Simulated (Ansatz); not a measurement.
Consider the ligand exchange at a Ge–I bond: `[F][Ge]([Cl])([Cl])[I]` + H₂S → `[F][Ge]([SH])([Cl])[Cl]` + HI.

Calculated with Ansatz (gas phase, PBE0-D4/def2-TZVP geometries, no zero-point term in ΔE). CCSD(T)/CBS is the MP2 limit (def2-TZVPP, def2-QZVPP) plus CCSD(T) − MP2 in def2-TZVPP, frozen cores. This one scheme is used for every species. DFT in def2-TZVPP. Elements past krypton have def2 core potentials. For Ge, I outer-core shells are correlated without core-valence functions, which leaves a few kJ/mol of doubt a bond. Scalar relativity is left out up to krypton. One conformer a species, not always the lowest.

`[F][Ge]([Cl])([Cl])[I]`:

```xyz
5

F     0.052    1.373    1.120
Ge    0.040    0.056    0.018
Cl    0.116    0.893   -1.924
Cl    1.799   -1.058    0.392
I    -2.008   -1.264    0.394
```

H₂S:

Z-matrix (Å, degrees):
```
S
H 1 1.341
H 1 1.341 2 92.3
```

`[F][Ge]([SH])([Cl])[Cl]`:

```xyz
6

F     0.460    1.314    1.233
Ge   -0.328    0.209    0.176
S     0.938   -0.280   -1.532
Cl   -2.087    1.159   -0.515
Cl   -0.798   -1.463    1.392
H     1.815   -0.940   -0.754
```

HI:

Z-matrix (Å, degrees):
```
I
H 1 1.610
```

| level | ΔE (kcal/mol) | difference from CCSD(T)/CBS |
| --- | --- | --- |
| LDA (SPW92) | 5.2 | -1.4 |
| PBE0-D4 | 6.2 | -0.4 |
| ωB97X-V | 5.8 | -0.8 |
| ωB97M-V | 5.9 | -0.7 |
| PBE-QIDH | 6.2 | -0.4 |
| BHLYP | 6.2 | -0.4 |
| RPA@PBE/def2-TZVPP | 5.1 | -1.5 |
| CCSD(T)/def2-TZVPP | 5.3 | -1.3 |
| HF/CBS(def2) | 6.6 | 0.0 |
| MP2/CBS(def2) | 7.8 | 1.2 |
| CCSD(T)/CBS | 6.6 | 0 |

Task: What do rigid-rotor, harmonic-oscillator terms from PBE0-D4/def2-TZVP frequencies (298.15 K, 1 bar) make of the CCSD(T)/CBS value? (An estimate is asked.)

Result: The calculation gave: ΔZPE = -0.7 kcal/mol, ΔH = +5.9 kcal/mol, ΔS = -4 J/(mol·K), ΔG = +6.2 kcal/mol.

Largest T1 diagnostic among the species: 0.011.

At CCSD(T), def2-SVP lies −1.6 kcal/mol from the extrapolated value and def2-TZVPP −1.3 kcal/mol. Leaving LDA and LC-ωPBE aside and taking each functional with its dispersion term where it has one, the values, not all of them listed here, spread over 2.2 kcal/mol, from B97M-V to BHLYP-D4. LDA lies −0.8 kcal/mol from PBE without D4.
